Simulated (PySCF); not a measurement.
C₄H₆F₂, SMILES C(/C)(=C(/C)F)F. Geometry optimised at PBE-D3(BJ)/def2-SVP.

Computed equilibrium geometry at PBE-D3(BJ)/def2-SVP (PySCF confirms it by a frequency run) as bond lengths and angles, and its point group:
point group C2v.
Atoms: C1 C2 F3 C4 C5 F6 H7 H8 H9 H10 H11 H12. Bond lengths (Å): C1–C2 1.490, C1–H7 1.111, C1–H8 1.104, C1–H9 1.111, C2–F3 1.355, C2–C4 1.352, C4–C5 1.490, C4–F6 1.355, C5–H10 1.111, C5–H11 1.111, C5–H12 1.104. Angles (°): C2–C1–H7 110.4, C2–C1–H8 112.3, C2–C1–H9 110.4, H7–C1–H8 108.3, H7–C1–H9 107.0, H8–C1–H9 108.3, C1–C2–F3 113.2, C1–C2–C4 128.6, F3–C2–C4 118.2, C2–C4–C5 128.6, C2–C4–F6 118.2, C5–C4–F6 113.2, C4–C5–H10 110.4, C4–C5–H11 110.4, C4–C5–H12 112.3, H10–C5–H11 107.0, H10–C5–H12 108.3, H11–C5–H12 108.3.
